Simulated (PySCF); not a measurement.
Precursor series Zn Cl-F. All species are isolated molecules in the gas phase.

The dipole moment from two functionals at the same geometries (TPSS-D3(BJ)/def2-SVP), both in PySCF: PBE-D3(BJ)/def2-TZVP and TPSSh-D3(BJ)/def2-TZVP. 

```csv
species,PBE-D3(BJ)/def2-TZVP (D),TPSSh-D3(BJ)/def2-TZVP (D)
0 of 2 Cl replaced by F ([Zn(Cl)2]),0.00,0.00
1 of 2 Cl replaced by F ([Zn(Cl)(F)]),0.58,0.54
2 of 2 Cl replaced by F ([Zn(F)2]),0.00,0.00
```

Over these rows, drawn at random from the members with no instability flagged (it was tested for open shells, ions and some series alone), PBE minus TPSSh-D3(BJ): mean +0.02 D, from 0.00 D to +0.05 D.
